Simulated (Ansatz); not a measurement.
A nudged elastic band was laid between two geometries of C$_{2}$H$_{11}$AlBNSi (17 atoms, charge 0, multiplicity 1).

Level of theory: Ansatz, RKS B3LYP-D4/6-31G*.

```json
{"movable images": "9", "climbing image": "yes", "spring": "5.0 eV/Å²", "optimiser": "quadratic models (default)", "start path": "IDPP", "force threshold": "0.03 eV/Å", "iteration limit": "26", "end points": "relaxed"}
```

Image 0:

```xyz
17
Properties=species:S:1:pos:R:3
B -1.971 -1.997 -0.197
Al -0.153 -0.886 -0.127
Si 2.096 -1.875 -0.342
N -0.242 0.893 0.125
C 0.896 1.794 0.233
C -1.505 1.603 0.263
H -2.651 -2.083 -1.183
H -2.383 -2.623 0.740
H 2.532 -2.542 0.923
H 3.160 -0.881 -0.681
H 2.147 -2.928 -1.402
H 0.919 2.298 1.213
H 1.836 1.249 0.111
H 0.858 2.580 -0.538
H -1.589 2.096 1.246
H -2.352 0.915 0.162
H -1.615 2.385 -0.506
```

Image 10:

```xyz
17
Properties=species:S:1:pos:R:3
B -1.962 -2.007 -0.083
Al -0.147 -0.888 -0.093
Si 2.099 -1.881 -0.328
N -0.242 0.897 0.100
C 0.890 1.809 0.159
C -1.508 1.604 0.238
H -2.341 -2.617 0.878
H -2.675 -2.112 -1.044
H 2.504 -2.632 0.900
H 3.180 -0.881 -0.585
H 2.158 -2.866 -1.450
H 0.926 2.347 1.120
H 1.833 1.266 0.042
H 0.835 2.568 -0.638
H -1.581 2.125 1.206
H -2.352 0.907 0.169
H -1.634 2.361 -0.552
```

(1) Which bonds break or form, and what moves?

(2) What energy profile does the band end with?

(3) What is the geometry of the highest image?

The band took 6 iterations and about 10 core-minutes.

Results:

(1) No bond is made or broken. The dihedral H8–B1–Al2–Si3 goes from 79 to -100°.

(2) It converged. The highest image is number 5 of 0 to 10, 0.019 eV above the ends, which have the same energy within 2 meV. A vibrational analysis at the climbing image gives one clearly imaginary mode, 99i cm⁻¹: a first-order saddle point.

| image | path coordinate (Å) | energy (eV) | dihedral H8–B1–Al2–Si3 (°) |
| --- | --- | --- | --- |
| 0 | 0.00 | 0.000 | 79 |
| 1 | 0.46 | 0.001 | 97 |
| 2 | 0.91 | 0.003 | 116 |
| 3 | 1.37 | 0.009 | 135 |
| 4 | 1.83 | 0.015 | 153 |
| 5 | 2.28 | 0.019 | 171 |
| 6 | 2.72 | 0.019 | -172 |
| 7 | 3.16 | 0.013 | -155 |
| 8 | 3.61 | 0.007 | -137 |
| 9 | 4.05 | 0.002 | -118 |
| 10 | 4.49 | 0.000 | -100 |

(3) 
```xyz
17
Properties=species:S:1:pos:R:3
B -1.960 -2.024 -0.151
Al -0.146 -0.882 -0.179
Si 2.077 -1.778 -0.747
N -0.246 0.868 0.244
C 0.885 1.784 0.255
C -1.484 1.541 0.616
H -2.017 -3.147 -0.565
H -2.999 -1.599 0.274
H 2.627 -2.625 0.357
H 3.128 -0.759 -1.052
H 1.996 -2.672 -1.944
H 1.035 2.221 1.256
H 1.806 1.269 -0.031
H 0.730 2.620 -0.445
H -1.407 1.986 1.621
H -2.321 0.838 0.617
H -1.721 2.358 -0.084
```

Run time: 5.2 min on 2 threads of Arm Neoverse V1, on a shared host, peak memory 0.35 GiB.
